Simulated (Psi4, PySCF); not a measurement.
Psi4 was given this input:
```
memory 2 GB

molecule {
1 2
  O    -0.04383216    1.02148558    0.01469068
  H    -0.96672120    1.40203158    0.00503415
  Cl    0.07749285   -0.56317154   -0.00720939
}

set basis 6-311g**
set reference uks
set scf_type pk
set puream true
set d_convergence 1e-8
set dft_radial_points 99
set dft_spherical_points 590

energy('wb97m-v')
print_variables()
```

Task: Give the equivalent PySCF input.

Result: One answer among several that fit: 
```python
from pyscf import gto, scf, dft

mol = gto.M(
    atom='''
O    -0.04383216    1.02148558    0.01469068
H    -0.96672120    1.40203158    0.00503415
Cl    0.07749285   -0.56317154   -0.00720939
''',
    basis='6-311g**',
    charge=1,
    spin=1,
    verbose=4,
)

mf = dft.UKS(mol)
mf.xc = 'wb97m_v'
mf.grids.atom_grid = (99, 590)
mf.grids.prune = None
mf.kernel()
```

Both were run: Psi4 gave -535.527879 Eh and PySCF -535.527878 Eh, 0.001 mEh apart.
